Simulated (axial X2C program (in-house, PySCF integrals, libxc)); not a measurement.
## Photoelectron levels of CuF by EOM-IP-CCSD

Calculated with an axial X2C code built on PySCF integrals: two-component X2C with atomic mean-field Coulomb and Gaunt terms, Gaussian nuclei, basis Cu dyall-cv3z, F dyall-av3z with contracted cores.

R = 1.825 Å (1.045 times 1.746 Å, the PBE0 minimum at charge 0 for the lowest determinant).

Vertical ionisation energies of CuF to the states of CuF⁺:

```json
{"Ω of CuF⁺": "1/2", "vertical IE (eV)": "10.312", "above lowest (cm⁻¹)": "0", "ionised spinor": "58% Cu dσ, 29% F pσ", "one-hole weight": "0.94"}
{"Ω of CuF⁺": "3/2", "vertical IE (eV)": "10.508", "above lowest (cm⁻¹)": "1581", "ionised spinor": "51% Cu dπ, 47% F pπ", "one-hole weight": "0.93"}
{"Ω of CuF⁺": "1/2", "vertical IE (eV)": "10.610", "above lowest (cm⁻¹)": "2399", "ionised spinor": "47% F pπ, 45% Cu dπ", "one-hole weight": "0.93"}
{"Ω of CuF⁺": "5/2", "vertical IE (eV)": "11.520", "above lowest (cm⁻¹)": "9738", "ionised spinor": "100% Cu dδ", "one-hole weight": "0.94"}
```

This point took 26 s on 1 thread of Intel(R) Xeon(R) Processor @ 2.30GHz, with other jobs on the host.

Reference electrons by ω block (each with its −ω partner): 1/2: 13, 3/2: 5, 5/2: 1. 18 electrons of CuF correlated (inner shells frozen), 94 natural virtual spinors (a truncated set); levels can be off by some tenths of an eV. Roots sought by Ω: (1/2: 4, 3/2: 3, 5/2: 1); the list ends where they run out and leaves out roots under 60 % one-particle weight. The solver can skip a root, and states that need a further excitation, which the method places far too high, are missing though they may lie low or lowest. T1 of the reference 0.019 (Lee–Taylor). Number of frozen shells: Cu 3 s, 2 p; F 1 s.
